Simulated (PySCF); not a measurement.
Correlation energy of Sb (antimony, neutral)

[Kr] 4d10 5s2 5p3, high-spin 4S determinant. Calculation: PySCF 2.14, in ANO-RCC-VTZP (7s6p4d2f1g, 68 functions); the spin-free X2C one-electron Hamiltonian (Gaussian nucleus). Frozen: [Kr] 4d10; 5 electrons correlated.

```
  level  correlation energy (mhartree)
   CCSD                         -70.06
    (T)                          -2.10
CCSD(T)                         -72.16
```

Diagnostics: T1 = 0.0030, D1 = 0.0084, largest double amplitude 0.053.

**Question.** Is a single reference adequate?

**Answer.** Yes, within this model without spin-orbit coupling: T1 lies below 0.03 and no double amplitude reaches 0.07.
